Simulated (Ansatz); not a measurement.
```yaml
crystal:
  periodic: [false, false, false]
  atoms:
    - {symbol: Xx, position_ang: [-0.102595, -0.670525, 2.279843]}
    - {symbol: Zr, position_ang: [0.056840, -0.255567, 0.006203]}
    - {symbol: Cl, position_ang: [1.940548, -1.124631, -0.792960]}
    - {symbol: I, position_ang: [-2.266814, -0.814676, -1.379709]}
    - {symbol: I, position_ang: [0.230129, 2.526180, -0.111452]}
basis:
  gaussian: {orbitals: def2-TZVPD}
hamiltonian: {xc: {name: r2SCAN50}, dispersion: d3bjatm}
```

```sh
$ ansatz run in.yaml --threads 4 --pin off --events-out ev --progress --plain --max-ram 11315MiB
```

Output, abridged:

```
Error: YAML parse error: error: line 4 column 16: `Xx` is not an element symbol (H … Og, case-exact)
 --> <input>:4:16
2 |   periodic: [false, false, false]
3 |   atoms:
4 |     - {symbol: Xx, position_ang: [-0.102595, -0.670525, 2.279843]}
5 |     - {symbol: Zr, position_ang: [0.056840, -0.255567, 0.006203]}
6 |     - {symbol: Cl, position_ang: [1.940548, -1.124631, -0.792960]}
```

Q: What is wrong with this run?

A: An element symbol is wrong. The program refused the input.
